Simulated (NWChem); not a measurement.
Correlation energy of hydrogen iodide (HI)

SMILES: I
```xyz
2

I      0.0000     0.0000     0.0302
H      0.0000     0.0000    -1.6026
```
Charge 0, spin multiplicity 1.

The numbers come from NWChem runs, not from measurements. Structure: optimised with PBE/def2-SVP with def2 effective core potentials on I, a minimum by its harmonic frequencies.

Basis set: def2-SVP. Each correlation energy counts from its own Hartree-Fock reference.

Effective core potentials replace the inner electrons of I; spin-orbit coupling is left out. The correlated methods keep 4 core orbitals frozen. No row is a measurement; the coupled-cluster row has its own basis-set and correlation limits.

### Question
For the correlation energy, CCSD(T) gives -144.4 mHa and CCSD+T(CCSD) gives -144.5 mHa. What do SCS-MP2, CR-CCSD[T], MP2 give?

### Answer
SCS-MP2: -124.0 mHa; CR-CCSD[T]: -144.2 mHa; MP2: -128.6 mHa.
